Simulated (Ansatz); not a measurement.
Reaction (SMILES): FC(F)(F)F [tetrafluoromethane] → F[C](F)F + F atom (the C-F bond at the site shown breaks; other sites are not compared here)
Structures are relaxed separately at B3LYP-D3(BJ)/def2-TZVP in Ansatz (a program for electronic structure).
Geometry of the first species:
SMILES: FC(F)(F)F
```xyz
5

C      0.0000     0.0000     0.0000
F      0.7629     0.7657     0.7682
F     -0.7843    -0.7493     0.7628
F     -0.7467     0.7653    -0.7843
F      0.7680    -0.7817    -0.7466
```
Charge 0, spin multiplicity 1.

Wanted: bond dissociation energy (electronic energy difference), in kJ/mol. Valence correlation only, unless marked. UHF or UKS for open shells. Spin-orbit coupling is left out. Non-relativistic unless marked X2C. CBS(X,Y): correlation extrapolated as X^-3; Hartree-Fock from the larger set. The bracket is a focal-point correction in the basis named.

| level | program | bond dissociation energy (kJ/mol) |
|---|---|---|
| BLYP-D4/def2-TZVPD | Ansatz + dftd4 | 525.9 |
| B3LYP-D4/def2-TZVPD | Ansatz + dftd4 | 526.3 |
| PBE0/def2-QZVPP | Ansatz | 534.7 |

**Question.** Predict the RI-MP2/CBS(aug-cc-pVTZ,aug-cc-pVQZ)+[CCSD(T)-MP2]/aug-cc-pVTZ result (Ansatz).

**Answer.** 558.4 kJ/mol
